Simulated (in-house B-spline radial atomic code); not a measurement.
**Ionising neutral aluminium with different functionals**

Computed with a radial B-spline atomic code at the basis-set limit: four-component Dirac-Coulomb Hamiltonian, Fermi nucleus of rms radius 3.061 fm, spin-restricted, spherical fractional occupations for the functionals, and exact exchange of hybrids averaged over the configuration. The ionisation energy is the difference of two self-consistent energies, [Ne] 3s2 3p1 → [Ne] 3s2, without Breit or QED terms; ε is the level of the shell that loses the electron (mean over j). The electron is taken from both j subshells in proportion to 2j + 1, so the result is a j average, not the step between ground levels.

```csv
method,rung,ΔSCF (eV),-ε(3p) (eV)
B97-1,global hybrid,5.77,3.41
wB97X,range-separated hybrid,5.90,5.69
CAM-B3LYP,range-separated hybrid,5.91,4.74
LC-wPBE,range-separated hybrid,6.02,5.96
```

(1) Among the functionals, which spreads more, the ΔSCF values or the orbital energies?

(2) How do they compare with the NIST value?

Answers

(1) The orbital energies: ΔSCF values span about 0.25 eV and the orbital energies 2.55 eV; here energy differences depend much less on the functional than eigenvalues do.

(2) NIST lists 5.986 eV (measured, ground level to ground level). Errors run from -0.21 to +0.04 eV; LC-wPBE is closest (+0.04 eV), but part of that can be cancellation, since the calculations leave out Breit-QED terms, spin polarisation, the choice among j levels, multiplet and fine-structure energies.
